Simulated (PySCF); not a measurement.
Nuclear quadrupole coupling in `CCC[P@](C)(=O)C(C)=O`

C6H13O2P.
Cartesian coordinates in Å at the GFN2-xTB level; atoms count from 1:
```xyz
22
C6H13O2P angstrom
C     -3.3050    0.3743   -0.3055
C     -1.9951   -0.2190    0.1980
C     -0.7930    0.3793   -0.5225
P      0.7602   -0.2517    0.2416
C      0.8990   -2.0101   -0.2602
O      0.8699   -0.0227    1.6896
C      2.1067    0.5756   -0.7773
C      3.0602    1.3567    0.0574
O      2.1427    0.4505   -1.9719
H     -3.3243    1.4501   -0.1468
H     -3.4268    0.1818   -1.3697
H     -4.1482   -0.0645    0.2222
H     -2.0089   -1.3017    0.0514
H     -1.8867   -0.0297    1.2687
H     -0.7870    1.4668   -0.4017
H     -0.8011    0.1491   -1.5879
H      0.8419   -2.1139   -1.3393
H      1.8547   -2.3875    0.1003
H      0.1004   -2.5698    0.2233
H      2.4884    2.0708    0.6501
H      3.5278    0.6726    0.7663
H      3.8136    1.8620   -0.5421
```

Field gradients from the PBE0/pcSseg-1 density (PySCF, non-relativistic), principal values in atomic units, ordered |Vxx| ≤ |Vyy| ≤ |Vzz|:

| atom | Vxx | Vyy | Vzz |
| --- | --- | --- | --- |
| O6 | -0.3703 | -0.4595 | 0.8298 |
| O9 | 0.4347 | 1.5360 | -1.9707 |

**Question.** Find the asymmetry η = (Vxx − Vyy)/Vzz and the couplings χ = eQV/h (234.96 MHz × Q in barn × V in au), with Q(17O) = −0.0256 b.

**Answer.** 
```
atom        environment  nucleus     η  χzz (MHz)  χxx (MHz)  χyy (MHz)
  O6  phosphoryl oxygen      17O  0.11     -4.991      2.227      2.764
  O9    carbonyl oxygen      17O  0.56      11.85      -2.62      -9.24
```

**Question.** What is Vzz at O6 in SI units (1 au = 9.71736 × 10²¹ V/m²)?

**Answer.** 0.8298 au = 8.064 × 10²¹ V/m².

**Question.** And the gradient at the other heavy atoms, for which no coupling is worked out here?

**Answer.** 
| atom | environment | Vzz (au) | η |
| --- | --- | --- | --- |
| C1 | methyl carbon | 0.061 | 0.09 |
| C2 | chain CH2 carbon | 0.099 | 0.83 |
| C3 | sp3 carbon bound to phosphorus | 0.054 | 0.74 |
| P4 | phosphoryl phosphorus | -0.320 | 0.34 |
| C5 | sp3 carbon bound to phosphorus | 0.060 | 0.22 |
| C7 | carbonyl carbon | 0.567 | 0.07 |
| C8 | methyl carbon next to a carbonyl | -0.070 | 0.75 |

Were the hydrogens deuterons (Q(2H) = 0.00286 b), χzz would run from 198 kHz (H14) to 214 kHz (H17).

Geometry: GFN2-xTB, one conformer, isolated molecule. GFN2-xTB bond lengths can be off by several hundredths of an ångström, more for odd bonds, and the gradients follow them. These gradients aren't converged with respect to the basis.

These values come from a run that also computed NMR shieldings. On an Arm Neoverse V1 with one thread (shared host), this took 48 s wall and 1.1 GiB of memory at its peak.
